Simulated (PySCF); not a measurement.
## Structure revision by computed shifts

A compound C₈H₁₂NP gives the data below (simulated from a calculation) and was assigned the structure `Cc1cpcn1C1CCC1`.

13C{1H} NMR (computed): δ 127.4 (CH, 2C), 116.3 (CH, 2C), 33.3 (CH, 2C), 13.2 (CH3, 2C).

1H NMR (400 MHz, computed): δ 6.64 (m, 2H), 6.31 (m, 2H), 2.13 (m, 2H), 1.30 (m, 6H).

- GFN2-xTB structure
- NMR shieldings at PBE0/pcSseg-1/GIAO
- code: PySCF 2.14.0 with density-fitted response routines
- relativity neglected, isolated molecule, one conformer, fast rotation and ring inversion assumed for equivalent nuclei

References, each an isolated molecule treated in the same way: 1H, 13C vs TMS.

Problem. Compare with the shifts computed for the proposed structure, pairing carbons in order of shift.

Solution. Mapped SMILES: `[CH3:1][c:2]1[cH:3][p:4][cH:5][n:6]1[CH:7]1[CH2:8][CH2:9][CH2:10]1` (H(Xn): hydrogen on atom n).

| atom | computed for proposal | given list | difference |
| --- | --- | --- | --- |
| C5 | 154.6 | 127.4 | +27.2 |
| C2 | 140.6 | 127.4 | +13.2 |
| C3 | 135.7 | 116.3 | +19.4 |
| C7 | 54.0 | 116.3 | -62.3 |
| C8 | 30.6 | 33.3 | -2.7 |
| C10 | 30.6 | 33.3 | -2.7 |
| C1 | 18.4 | 13.2 | +5.2 |
| C9 | 15.1 | 13.2 | +1.9 |

The rms difference is 25.5 ppm and the largest -62.3 ppm at C7 (sp3 CH bonded to N). The proposal also would give 7 carbon signals, not 4. The carbon types in order of shift don't match either: CH, C, CH, CH, CH2, CH2, CH3, CH2 for the proposal against CH, CH, CH, CH, CH, CH, CH3, CH3 in the data. The proposal doesn't fit.

Problem. Which isomer fits?

Solution. SMILES C[C@@H]1[C@H](C)P1n1cccc1.

1. δC 127.4: aromatic CH next to a ring nitrogen.
2. δC 116.3: aromatic CH.
3. δH 6.64: hydrogen on an aromatic CH next to a ring nitrogen; aromatic region.
4. δH 6.31: hydrogen on an aromatic CH; it sits in the deshielding region of the aromatic ring current.

The shifts were computed for this structure.

Splittings by 31P in the carbon and heteronuclear signals aren't shown, as no couplings were computed. Shifts are as computed. Against solution values, carbons near 30 ppm lie about +3 ppm off and those near 130 ppm about +5 ppm. Of 1211 compounds with measured shifts, 218 miss one by over three times the rms of a fit or turn the order of signals round; such compounds aren't used in these exercises. No couplings were computed; multiplicities are counted from neighbouring protons, with m where these are inequivalent, close in shift, in a saturated or five-membered ring or joined by F or P, and br s for small geminal =CH2 splittings.
